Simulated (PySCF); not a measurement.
Al(Me)(NHMe)(OH) (C2H8AlNO), SMILES C[NH][Al]([CH3])[OH].

Geometry: PBE-D3(BJ)/def2-SVP. The structure was generated by enumeration; whether it is a known compound was not checked. One conformer was computed; it need not be the lowest.

Level of theory: PBE-D3(BJ)/def2-SVP (PySCF).

Frequencies are harmonic and unscaled.

| mode | ν (cm⁻¹) | IR (km/mol) | moving atoms (share of kinetic energy) |
|---|---|---|---|
| 1 | 47 | 0.2 | H 96 % |
| 2 | 101 | 3.1 | H 46 %, C 26 %, N 22 % |
| 3 | 115 | 2.6 | C 38 %, H 28 %, O 21 %, Al 12 % |
| 4 | 156 | 1.4 | H 86 % |
| 5 | 179 | 4.2 | O 33 %, H 27 %, C 26 % |
| 6 | 220 | 2.6 | Al 49 %, H 26 %, N 16 % |
| 7 | 296 | 128.0 | H 79 %, O 14 % |
| 8 | 312 | 28.9 | N 29 %, C 27 %, H 25 %, Al 14 % |
| 9 | 495 | 57.1 | H 89 %, N 10 % |
| 10 | 551 | 98.7 | H 70 %, C 19 % |
| 11 | 564 | 40.9 | O 29 %, H 25 %, N 25 %, C 19 % |
| 12 | 641 | 49.5 | H 75 %, C 18 % |
| 13 | 654 | 21.6 | H 65 %, C 25 % |
| 14 | 741 | 129.9 | Al 44 %, H 23 %, C 18 %, N 12 % |
| 15 | 859 | 115.8 | Al 47 %, O 37 %, H 11 % |
| 16 | 1039 | 28.7 | H 84 %, C 11 % |
| 17 | 1098 | 0.1 | H 75 %, C 19 % |
| 18 | 1139 | 98.1 | N 44 %, C 35 %, H 19 % |
| 19 | 1168 | 35.8 | H 77 %, C 21 % |
| 20 | 1338 | 43.7 | H 66 %, N 21 %, C 11 % |
| 21 | 1378 | 1.6 | H 95 % |
| 22 | 1382 | 1.3 | H 95 % |
| 23 | 1399 | 27.6 | H 85 %, C 14 % |
| 24 | 1410 | 0.9 | H 97 % |
| 25 | 1445 | 4.7 | H 96 % |
| 26 | 2903 | 130.8 | H 97 % |
| 27 | 2952 | 49.1 | H 90 %, C 10 % |
| 28 | 2971 | 3.2 | H 97 % |
| 29 | 3020 | 31.3 | H 91 %, C 9 % |
| 30 | 3064 | 3.3 | H 91 %, C 9 % |
| 31 | 3074 | 7.1 | H 91 %, C 9 % |
| 32 | 3490 | 7.8 | H 93 % |
| 33 | 3824 | 40.4 | H 94 % |
